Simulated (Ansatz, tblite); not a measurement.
Removing an electron: [NbOCl4]- (NbCl4O⁻). Charge -1, multiplicity 1. Geometry: B3LYP-D4/def2-SVPD. Ansatz, gas phase; energy differences of separate SCF runs; the oxidised species was run as a doublet alone.

```csv
atom,x (Å),y (Å),z (Å)
Nb1,-0.106,0.000,-0.030
O2,-1.739,0.006,-0.484
Cl3,0.783,2.025,-1.003
Cl4,1.002,-1.178,-1.824
Cl5,0.138,-2.028,1.259
Cl6,-0.077,1.174,2.082
```

In the def2 sets Nb takes a core potential; there is no spin–orbit coupling. The xTB rows come from tblite. Correlated methods freeze 21 core orbitals; core or outer-core shells of Nb are correlated, in sets that lack core-valence functions.

| level | −HOMO (eV) | vertical IE (eV) | −LUMO (eV) | HOMO–LUMO gap (eV) | remarks |
| --- | --- | --- | --- | --- | --- |
| GFN1-xTB | 8.98 | 10.96 | 6.93 | 2.05 | – |
| GFN2-xTB | 8.01 | 10.29 | 5.94 | 2.06 | – |
| PBE-D4/def2-TZVPD | 2.88 | 5.37 | 0.19 | 2.68 | – |
| PBE0-D4/def2-TZVPD | 4.21 | 5.95 | -0.51 | 4.71 | – |
| PBE-QIDH/def2-TZVPD | – | 6.60 | – | – | test for broken spin undecided (-1 singlet) |

Relaxing the oxidised species (B3LYP-D4/def2-SVPD) changes its energy by -0.23 eV at PBE-D4/def2-TZVPD, so the adiabatic ionisation energy to this nearest minimum is 5.14 eV. At PBE0-D4/def2-TZVPD it is 5.38 eV. In the charge 0 doublet, Cl5 and Cl6 lie 2.64 Å apart (atoms count from 1), so these atoms are partly bonded to each other.   Raw xTB energy differences between charge states are shifted by several eV; the methods need an empirical correction for them.
